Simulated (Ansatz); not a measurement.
Program: Ansatz. Geometries: PBE0-D4/def2-TZVP. ΔE: electronic, gas phase. CBS: MP2 limit from def2 TZ/QZ plus the TZ coupled-cluster correction, frozen cores. This one scheme is used for every species. Functionals use def2-TZVPP. B3LYP here is the variant with VWN-RPA as its local correlation; programs differ in this. HSE06 is defined as in plane-wave codes. def2 core potentials past Kr. For Sb, Se outer-core shells are correlated without core-valence functions, which leaves a few kJ/mol of doubt a bond. Scalar relativity is left out up to krypton. One conformer a species, not always the lowest.

Reaction (ligand exchange at the Sb–Se bond): `[CH3][SbH][SeH]` + H₂S → `[CH3][SbH][SH]` + H₂Se

`[CH3][SbH][SeH]`:

Cartesian coordinates in Å:
```
C -1.246 0.077 -0.284
Sb 0.802 -0.262 -0.871
Se 1.859 0.288 1.399
H -1.418 1.152 -0.232
H -1.443 -0.373 0.687
H -1.907 -0.359 -1.035
H 0.730 -1.933 -0.503
H 2.622 1.410 0.839
```

H₂S:

Cartesian coordinates in Å:
```
S 0.310 -0.016 -0.536
H 0.102 -0.908 0.443
H -0.412 0.924 0.093
```

`[CH3][SbH][SH]`:

```xyz
8

C     0.790   -0.765   -0.367
Sb   -0.918    0.386   -1.001
S    -2.037    0.491    1.153
H     0.464   -1.784   -0.163
H     1.233   -0.334    0.529
H     1.528   -0.776   -1.172
H    -0.095    1.881   -0.832
H    -0.966    0.901    1.852
```

H₂Se:

Cartesian coordinates in Å:
```
Se -0.516 0.385 0.233
H 0.938 0.392 0.425
H -0.423 -0.777 -0.658
```

**Question.** Is it downhill or uphill in electronic energy at CCSD(T)/CBS, and by how much? (An estimate is asked.)

**Answer.** Ansatz gave: Uphill: ΔE = +24.2 kJ/mol.

**Question.** What do these levels give: PBE-D4, B2PLYP, PBE, B3LYP, HSE06, CCSD/def2-TZVPP? (Best estimate.)

**Answer.** Ansatz gave: PBE-D4 21.5, B2PLYP 22.2, PBE 21.3, B3LYP 21.9, HSE06 22.5, CCSD/def2-TZVPP 21.6 kJ/mol.

**Question.** What do rigid-rotor, harmonic-oscillator terms from PBE0-D4/def2-TZVP frequencies (298.15 K, 1 bar) make of the CCSD(T)/CBS value? (Best estimate.)

**Answer.** Ansatz gave: ΔZPE = -1.2 kJ/mol, ΔH = +22.2 kJ/mol, ΔS = -3 J/(mol·K), ΔG = +23.1 kJ/mol.

Largest T1 diagnostic among the species: 0.012.

Leaving LDA and LC-ωPBE aside and taking each functional with its dispersion term where it has one, the values, not all of them listed here, spread over 8.5 kJ/mol, from B97M-V to BHLYP-D4.
